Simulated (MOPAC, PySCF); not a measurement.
H₃BS₃, SMILES `SB(S)S`, neutral singlet in the gas phase. 

Cartesian coordinates (Å):
SMILES: SB(S)S
```xyz
7

S      1.7499     0.5420    -0.3329
B     -0.0126     0.3330    -0.0141
S     -0.9607     1.8673     0.0782
S     -0.8766    -1.2311     0.2128
H      2.0885    -0.7559    -0.3293
H     -2.1574     1.3055     0.3154
H      0.1688    -2.0608     0.0699
```
Charge 0, multiplicity 1.

All levels are single points at this geometry (PBE0-D4/def2-TZVP); Pople sets use spherical d functions. Orbital energies aren't observables, and empty levels follow the basis.

HF/STO-3G in PySCF gives gap (eV) = 14.94.

### Question
Estimate the gap (eV) from each of these levels: B3LYP-D3(BJ)/def2-TZVP in PySCF; PBE-D3(BJ)/def2-TZVP in PySCF; PBE0-D4/def2-TZVP in PySCF; B3LYP/3-21G in PySCF; B3LYP/6-311+G** in PySCF; B3LYP/6-31G* in PySCF; B3LYP/LANL2DZ in PySCF; M06-2X/6-31G* in PySCF; PBE/6-31G* in PySCF; SVWN5/6-31G* in PySCF; HF/3-21G in PySCF; PM6 in MOPAC.

### Answer

| level | gap (eV) |
|---|---|
| B3LYP-D3(BJ)/def2-TZVP in PySCF | 6.35 |
| PBE-D3(BJ)/def2-TZVP in PySCF | 4.77 |
| PBE0-D4/def2-TZVP in PySCF | 6.83 |
| B3LYP/3-21G in PySCF | 6.58 |
| B3LYP/6-311+G** in PySCF | 6.22 |
| B3LYP/6-31G* in PySCF | 6.50 |
| B3LYP/LANL2DZ in PySCF | 6.67 |
| M06-2X/6-31G* in PySCF | 8.79 |
| PBE/6-31G* in PySCF | 4.84 |
| SVWN5/6-31G* in PySCF | 4.76 |
| HF/3-21G in PySCF | 13.25 |
| PM6 in MOPAC | 8.12 |
